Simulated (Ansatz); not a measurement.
Molecule: CH₃ClFSi, charge 0, multiplicity 2. It need not be the lowest isomer of its formula. 
Geometry from a B3LYP-D3(BJ)/def2-TZVP (Ansatz, an electronic-structure program) optimisation:
```xyz
7

C     -1.8712    -0.1055     0.4756
Si    -0.0262     0.1878     0.5786
F      0.2559     1.7189     0.1770
Cl     0.9412    -0.9990    -0.8171
H     -2.1011    -1.1490     0.6904
H     -2.2112     0.1340    -0.5352
H     -2.3969     0.5306     1.1886
```
Charge 0, spin multiplicity 2.

Parts of the frozen-core correlation energy in cc-pV(T+d)Z (Ansatz, hartree). Frozen orbitals: 12; correlated occupied orbitals by spin: 13 and 12; virtual: 155 and 156. UHF or UKS for open shells. No spin-orbit coupling. No relativistic terms.

```
term                            value
-------------------------  ----------
reference (HF)             -887.67296
MP2 opposite-spin          (withheld)
MP2 same-spin              (withheld)
CCSD correlation             -0.74708
(T)                        (withheld)
T1 diagnostic                   0.012
largest doubles amplitude       0.024
<S^2> of the reference          0.754
```

Problem. What belongs in the gaps?

Solution. 
- MP2 opposite-spin, value: -0.53593
- MP2 same-spin, value: -0.17620
- (T), value: -0.02765
